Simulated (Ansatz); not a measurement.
Species: C2H6AlCl, charge 0, multiplicity 1. SMILES: [CH3][Al]([CH3])[Cl]
Geometry: optimised at B3LYP-D3(BJ)/def2-TZVP (Ansatz, a quantum-chemistry and plane-wave program).

Computed values are from Ansatz. Cores are frozen in the correlated levels unless marked. UHF or UKS for open shells. No spin-orbit coupling. Non-relativistic. CBS(X,Y): correlation extrapolated as X^-3; Hartree-Fock from the larger set. [CCSD(T)-MP2]/basis is that difference in the basis named.

```json
{
 "atomisation energy De": "3601.4 kJ/mol at CCSD(T)/CBS(aug-cc-pV(T+d)Z,aug-cc-pV(Q+d)Z)",
 "vertical ionisation energy (to the doublet)": "10.38 eV at RI-MP2/CBS(aug-cc-pV(T+d)Z,aug-cc-pV(Q+d)Z)+[CCSD(T)-MP2]/aug-cc-pV(T+d)Z",
 "total_energy": "-781.5915 Eh at CCSD(T)/CBS(aug-cc-pV(T+d)Z,aug-cc-pV(Q+d)Z)",
 "dipole_moment": "2.06 D at CCSD(T)/aug-cc-pV(D+d)Z",
 "T1 diagnostic": "0.009 at CCSD/aug-cc-pV(Q+d)Z"
}
```
